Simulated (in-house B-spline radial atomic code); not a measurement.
Radial electron density of Ga⁸⁺, [Ar] 3d5. Method: scalar-relativistic (X2C) wB97X, spin-polarised, spherical fractional occupations, Fermi nucleus of rms radius 3.9973 fm. Calculated with a B-spline radial code for spherical atoms.

One-electron X2C: radii and densities carry no picture-change correction, so inner-shell <1/r> comes out high (for 1s by about 2 % at Z = 33, 5 % at 54, 10 % at 75, 30 % at 118) and <r> low.

Columns: r (bohr), 4πr²n(r) (electrons per bohr), bar.

```
 0.00182    1.082 #
 0.00217    1.466 #
 0.00258     1.97 ##
 0.00307    2.639 ###
 0.00365    3.512 ####
 0.00434    4.646 #####
 0.00516    6.101 ######
 0.00613     7.93 ########
 0.00729    10.22 ##########
 0.00867       13 #############
  0.0103    16.26 ################
  0.0123    20.11 ####################
  0.0146    24.16 ########################
  0.0173    28.27 #############################
  0.0206    32.26 #################################
  0.0245    35.51 ####################################
  0.0291    37.57 ######################################
  0.0347    38.09 #######################################
  0.0412    36.98 #####################################
   0.049    34.66 ###################################
  0.0583     32.1 ################################
  0.0693    30.66 ###############################
  0.0824    31.49 ################################
   0.098    34.88 ###################################
   0.117     39.8 ########################################
   0.139    43.49 ############################################
   0.165    43.52 ############################################
   0.196    38.78 #######################################
   0.233    30.75 ###############################
   0.277    23.16 #######################
   0.329    19.51 ####################
   0.392    20.45 #####################
   0.466    23.14 #######################
   0.554    23.68 ########################
   0.659    20.16 ####################
   0.783     13.9 ##############
   0.931    7.639 ########
    1.11    3.203 ###
    1.32    1.011 #
    1.57   0.2366 
    1.86   0.0426 
    2.21 0.005122
```

On this grid the curve has 3 maxima, near 0.0347, 0.165, 0.554 bohr.

The 3p down radial function P(r) = rR(r), positive near the nucleus:

```
r (bohr)         P
 0.00182  0.001528
 0.00258  0.002874
 0.00365  0.005406
 0.00516   0.01016
 0.00729     0.019
  0.0103   0.03523
  0.0146    0.0647
  0.0206    0.1152
  0.0291    0.1982
  0.0412    0.3248
  0.0583    0.4921
  0.0824    0.6626
   0.117    0.7396
   0.165    0.5694
   0.233   0.04583
   0.329    -0.711
   0.466    -1.293
   0.659    -1.287
   0.931   -0.7866
    1.32   -0.2667
    1.86  -0.04527
```
